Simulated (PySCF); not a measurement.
# Pb (lead, neutral) across methods

[Xe] 4f14 5d10 6s2 6p2, high-spin 3P determinant. All numbers are calculated (PySCF 2.14, scalar relativity through the core potential, in aug-cc-pVQZ-PP with ECP60MDF (7s7p5d3f2g, 92 functions)).

```tsv
method	E (hartree)	mean ε 6s α (eV)	mean ε 6s β (eV)	mean ε 6p α (eV)	Σ⟨r²⟩ (bohr²)	⟨S²⟩
UHF	-191.83617	-16.959	-13.697	-6.942	66.67	2.011
M06	-192.8564	-13.157	-12.637	-4.311	67.24	2.001
PBE0	-192.8377	-13.689	-12.182	-4.797	65.98	2.003
PBE	-192.8656	-12.309	-11.335	-3.922	66.50	2.002
B97-3	-192.8751	-13.619	-12.165	-4.659	65.95	2.003
r2SCAN	-192.9265	-12.757	-11.415	-4.199	65.65	2.005
LDA	-192.5694	-12.575	-11.744	-4.008	66.26	2.001
```

(1) Estimate the same row for MN15.

Energies and moments cover only the electrons outside the core potential. Spin-orbit coupling is strong in this species (close to jj coupling), so the high-spin LS determinant is a model state, not a physical level.

Results:

(1) E (hartree) = -192.4673; mean ε 6s α (eV) = -14.823; mean ε 6s β (eV) = -13.398; mean ε 6p α (eV) = -5.286; Σ⟨r²⟩ (bohr²) = 65.93; ⟨S²⟩ = 2.003.
